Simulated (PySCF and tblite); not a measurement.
C4H7F3, numbered as in [CH3:1][CH2:2][CH2:3][C:4]([F:5])([F:6])[F:7].

Conformers came from 90 starts (ETKDG and KDG, MMFF94s, GFN2-xTB); geometries are PBE0-D3(BJ)/def2-SVP. Weights use PBE0-D3(BJ)/def2-TZVP energies plus GFN2-xTB zero-point and thermal terms (modes under about 100 cm⁻¹ blended into free rotors). Symmetry numbers and mirror images are counted. Conformers within 4 kcal/mol (GFN2-xTB free energy) were kept, 7 at most. Couplings: B3LYP/pcSseg-1 with pcJ-1 on H, F (gas phase; spin-dipole term only for pairs with B, N, F, Si or P). Couplings are for ¹⁹F, ¹H; a prime marks the second kind of pair between the same two sets of atoms. Codes: tblite and PySCF.

Torsions listed: C1–C2–C3–C4. Of a mirror pair one member is shown.

```tsv
conformer	shape	weight %
1	-179°	79.1
2	-67°	20.9
```

(1) Give the couplings in each conformer and the averages at 298.15 K (pairs that fast motion interchanges averaged).

Computed couplings to fluorine can be off by tens of per cent at such levels.

F–F couplings are left out: such levels miss them by tens of Hz and can give the wrong sign.

## Answers

(1) 
```json
{"coupling": "⁵J(H1,F5)", "pairs": "9", "1": "0.7", "2": "1.6", "average (Hz)": "0.9"}
{"coupling": "³J(H3,F5)", "pairs": "6", "1": "9.8", "2": "10.6", "average (Hz)": "10.0"}
{"coupling": "²J(H1,H1)", "pairs": "3", "1": "-14.3", "2": "-14.4", "average (Hz)": "-14.3"}
{"coupling": "³J(H1,H2)", "pairs": "6", "1": "8.3", "2": "8.4", "average (Hz)": "8.3"}
{"coupling": "²J(H2,H2)", "pairs": "1", "1": "-15.0", "2": "-16.3", "average (Hz)": "-15.2"}
{"coupling": "³J(H2,H3)", "pairs": "2", "1": "4.3", "2": "10.4", "average (Hz)": "5.6"}
{"coupling": "³J(H2,H3′)", "pairs": "2", "1": "15.3", "2": "3.1", "average (Hz)": "12.8"}
{"coupling": "²J(H3,H3)", "pairs": "1", "1": "-15.6", "2": "-16.3", "average (Hz)": "-15.8"}
```
